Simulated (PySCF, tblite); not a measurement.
Problem. What does the GFN2-xTB structure of `FC(F)(F)c1ccccc1` (benzotrifluoride) look like in three dimensions?

Solution. 
Z-matrix in Å and degrees, rows numbered from 1:
```
F 
C   1  1.3493
F   2  1.3425  1  106.00
F   2  1.3425  1  106.00  3  -112.87
C   2  1.5020  1  112.08  3   123.57
C   5  1.3885  2  119.59  1    89.33
C   6  1.3834  5  119.38  2  -179.12
C   7  1.3851  6  120.12  5     0.25
C   8  1.3851  7  120.24  6     0.18
C   9  1.3835  8  120.12  7    -0.22
H   6  1.0792  5  119.93  2     1.26
H   7  1.0791  6  119.64  5  -179.73
H   8  1.0794  7  119.87  6  -179.80
H   9  1.0791  8  120.23  7   179.80
H  10  1.0792  5  119.93  2    -1.29
```

Of the pairs four or more bonds apart, F4···H11 is among the closest relative to their van der Waals radii: 2.49 Å, 93 % of the sum of Bondi's values. The 7 C–C bonds span 1.383 Å (C6–C7, aromatic) to 1.502 Å (C2–C5, drawn single), a spread of 0.119 Å. The 6-membered ring C5–C6–C7–C8–C9–C10 has internal angles of 119.4° to 120.8° (sum 720°, against 720° for a flat polygon); it is planar, 0.00 Å rms from its mean plane, widest ring torsion 1°.

Computed geometry: GFN2-xTB, gas phase.

Point group: Cs (every atom within 0.08 Å of its image). Its lowest GFN2-xTB frequency is 10 cm⁻¹, too small to tell a flat minimum from a shallow saddle.
